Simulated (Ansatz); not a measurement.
Reaction (ligand exchange at the Si–C bond): `[SiH3]C1(S)CO1` + `CN[SiH2]Cl` → `CN([SiH3])[SiH2]Cl` + `SC1CO1`

Computed with Ansatz on PBE0-D4/def2-TZVP structures; ΔE is electronic, products minus reactants. CCSD(T)/CBS is the MP2 limit (def2-TZVPP, def2-QZVPP) plus CCSD(T) − MP2 in def2-TZVPP, frozen cores. DFT in def2-TZVPP. B3LYP here is the variant with VWN-RPA as its local correlation; programs differ in this. One conformer a species, not always the lowest.

`[SiH3]C1(S)CO1`:

Cartesian coordinates in Å:
```
Si 1.587 0.359 0.015
C -0.227 -0.069 0.321
S -0.962 0.873 1.647
C -1.034 -0.604 -0.778
O -0.546 -1.461 0.236
H 2.359 0.199 1.271
H 2.085 -0.577 -1.024
H 1.693 1.761 -0.461
H -2.249 0.691 1.306
H -2.108 -0.430 -0.767
H -0.598 -0.743 -1.766
```

`CN[SiH2]Cl`:

Cartesian coordinates in Å:
```
C 0.180 1.353 0.361
N -0.465 0.061 0.493
Si -0.205 -1.237 -0.569
Cl 1.687 -2.083 -0.461
H 1.143 1.408 0.882
H -0.465 2.150 0.741
H 0.364 1.561 -0.696
H -0.747 -0.155 1.436
H -1.164 -2.310 -0.227
H -0.327 -0.748 -1.960
```

`CN([SiH3])[SiH2]Cl`:

Z-matrix (Å, degrees):
```
C
N 1 1.464
H 1 1.095 2 112.1
H 1 1.094 2 110.6 3 -120.8
H 1 1.093 2 110.7 3 120.4
Si 2 1.734 1 116.3 3 75.9
Si 2 1.707 1 118.2 3 -93.4
H 6 1.483 2 108.2 1 179.5
H 6 1.488 2 109.2 1 59.1
H 6 1.489 2 111.6 1 -59.7
Cl 7 2.067 2 112.8 1 72.3
H 7 1.477 2 109.2 1 -168.7
H 7 1.481 2 109.3 1 -44.4
```

`SC1CO1`:

Cartesian coordinates in Å:
```
S -1.170 1.548 0.015
C 0.316 0.578 -0.117
C 0.357 -0.877 -0.118
O 0.796 -0.120 1.007
H -1.938 0.572 0.525
H 1.068 1.131 -0.674
H 1.139 -1.401 -0.662
H -0.568 -1.431 0.025
```

```
         level  ΔE (kJ/mol)
      B3LYP-D4        -59.7
      PBE-QIDH        -60.7
  HF/CBS(def2)        -70.6
CCSD/CBS(def2)        -61.7
```

What does CCSD(T)/CBS give? (An estimate is asked.)

Ansatz gave: -60.0 kJ/mol. The listed levels differ from it by 0.3, -0.7, -10.6, -1.7 kJ/mol.

What do rigid-rotor, harmonic-oscillator terms from PBE0-D4/def2-TZVP frequencies (298.15 K, 1 bar) make of the CCSD(T)/CBS value? (An estimate is asked.)

Computed: ΔZPE = +2.5 kJ/mol, ΔH = -58.2 kJ/mol, ΔS = -3 J/(mol·K), ΔG = -57.5 kJ/mol. Modes under 50 cm⁻¹ make the entropy rough.

Largest T1 diagnostic among the species: 0.013.

From PBE to PBE0 (25 % exact exchange), in def2-TZVPP and without D4, ΔE moves by −5.4 kJ/mol. Leaving LDA and LC-ωPBE aside and taking each functional with its dispersion term where it has one, the values, not all of them listed here, spread over 14.4 kJ/mol, from BHLYP-D4 to PBE-D4.
